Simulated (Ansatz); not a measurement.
A run for Ansatz (a quantum-chemistry and plane-wave program): R-wB97X-V/def2-TZVPP on H2INSn (SMILES [NH2][Sn][I]), a point of a torsion scan. Elements past Kr take the def2 small-core potentials; no spin–orbit coupling.

Ansatz 0.2 input:
```yaml
crystal:
  periodic: [false, false, false]
  atoms:
    - {symbol: N, position_ang: [-0.90390728, 0.04505611, -0.12798315]}
    - {symbol: Sn, position_ang: [0.84807969, 1.10226076, -0.28529817]}
    - {symbol: I, position_ang: [1.53321955, 0.22966134, -2.76474671]}
    - {symbol: H, position_ang: [-1.12894791, -0.84492118, -0.55184843]}
    - {symbol: H, position_ang: [-1.54110245, 0.15499659, 0.64966428]}
basis:
  gaussian:
    orbitals: def2-TZVPP
hamiltonian:
  xc: {name: wB97X-V}
scf: {lower_state_search: off}
```

Output:

```
WARN ansatz: RAYON_NUM_THREADS=1 ignored (pool sized by the plan → 1); use --threads N
Functional definition: wB97X-V
these checks for a lower state are left out or cut short: stability, starts, cluster_reference, orbital_swaps, neighbouring_geometries, increment
integrals: 0.11 GiB planned
1094 factors; their error is unknown
integrals: 0.14 GiB planned
227 factors; integrals over basis functions are off by at most 6.1e-5 eV
mean field: 0.89 GiB planned
mean field evaluation 1: about -15450.2726 eV, gradient 5.4e1 eV
mean field evaluation 2: about -15444.3395 eV, gradient 7.3e1 eV
mean field evaluation 4: about -15456.1389 eV, gradient 2.3e0 eV
mean field evaluation 8: about -15456.1516 eV, gradient 8.0e-2 eV
mean field evaluation 16: about -15456.3882 eV, gradient 4.1e-4 eV
mean field -15456.38817220 eV, -568.0117886120 hartree, gradient 5.4e-6 eV, S^2 0.000000; 0 other end points of the search recorded, 0 dependent functions left out
reference -15456.38817043 eV, -568.0117885470 hartree; 28, 28 occupied and 131, 131 virtual orbitals, 1094 factors
Total energy: -15456.38817043 eV, -568.0117885470 hartree
Checks for a lower state left out: stability, starts, cluster_reference, orbital_swaps, neighbouring_geometries, increment
```

The calculation finished and met its thresholds.

Cost: very roughly 11 core-seconds.
